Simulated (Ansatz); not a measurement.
**A basis-limit estimate, worked out**

An elementary step of TiSi2NH8Cl3O, singlet (TiSi₂NH₆Cl₃ ([SiH3][N]([SiH3])[Ti]([Cl])([Cl])[Cl]) + H₂O → TiSi₂NH₇Cl₂O ([OH][Ti]([Cl])([Cl])[N]([SiH3])[SiH3]) + HCl; bonds formed: Cl2–H8; dative contacts that become bonds: Ti1–O9; bonds broken: Ti1–Cl2, H8–O9). “Start” is the structure reached by relaxing down from the saddle towards the reactants; PBE0-D4/def2-TZVP structures. The saddle:

Ti1  (-0.841, -0.777, -0.721)
Cl2  (1.686, -2.003, -1.039)
Cl3  (-0.847, -0.343, -2.868)
Cl4  (-2.967, -0.534, -0.185)
N5  (0.011, 0.599, 0.147)
Si6  (1.013, 0.345, 1.570)
Si7  (-0.084, 2.235, -0.506)
H8  (0.534, -2.676, -0.426)
O9  (-0.675, -2.542, -0.003)
H10  (0.518, 1.230, 2.654)
H11  (0.894, -1.070, 1.988)
H12  (2.423, 0.688, 1.260)
H13  (0.198, 3.167, 0.618)
H14  (0.931, 2.418, -1.571)
H15  (-1.444, 2.477, -1.040)
H16  (-1.349, -3.214, 0.121)
(Å)

Program: Ansatz 0.2.0. Basis: def2-TZVPP and def2-QZVPP. Cores are frozen in the correlated methods.

Energies in eV:

| quantity | saddle | start |
| --- | --- | --- |
| Hartree–Fock, triple zeta (X = 3) | -79976.91924 | -79978.16090 |
| Hartree–Fock, quadruple zeta (X = 4) | -79979.04126 | -79980.28133 |
| MP2 correlation, X = 3 | -47.83253 | -47.55922 |
| MP2 correlation, X = 4 | -51.87884 | -51.60431 |
| CCSD(T) correlation, X = 3 | -52.24962 | -51.98196 |

(1) Work out the barrier at the basis limit: extrapolate Hartree–Fock as E(X) = E∞ + A exp(−7.88 √X) and the MP2 correlation as E(X) = E∞ + B X^−2.97 (the exponents that Neese and Valeev fitted for def2-TZVPP and QZVPP), then add CCSD(T) − MP2 in triple zeta.

No T1 diagnostic of these runs exceeds 0.023.

## Answers

(1) Each step is linear, so take the differences first (saddle − start): Hartree–Fock 1.24166 (X = 3) and 1.24007 (X = 4); MP2 correlation -0.27331 and -0.27453; CCSD(T) correlation -0.26766.
Two points give E∞ = E(4) + w [E(4) − E(3)], with w = 1/(exp(7.88 (2 − √3)) − 1) = 0.1377 for Hartree–Fock and w = 1/((4/3)^2.97 − 1) = 0.7407 for the correlation.
Hartree–Fock: 1.24007 + 0.1377 × (-0.00159) = 1.2399 eV.
MP2 correlation: -0.27453 + 0.7407 × (-0.00122) = -0.2754 eV.
CCSD(T) − MP2: -0.26766 − (-0.27331) = 0.0056 eV.
Sum: 1.2399 + (-0.2754) + 0.0056 = 0.9701 eV, or 22.37 kcal/mol. Plain CCSD(T) in triple zeta gives 0.9740 eV, so the larger basis shifts the result by -0.0039 eV.

The step is the kind of ligand exchange by which a precursor binds to a hydroxyl group, or is hydrolysed, in atomic layer deposition of oxides. Here a small cluster stands in for the surface site.

Labels in which every atom is bracketed show which atoms are joined, not bond orders.

For scale, one of the runs: CCSD(T)/def2-TZVPP, 448 basis functions, launched by `ansatz run in.yaml --threads 4 --pin off --events-out ev --progress --plain --max-ram 46080MiB --backend cuda --devices 0, --max-vram 37GiB`. Time: 66 s of wall clock on 4 CPU threads of an AMD EPYC 7R13 and a share of one NVIDIA H100; the host was shared. Peak host memory: 1.1 GiB.
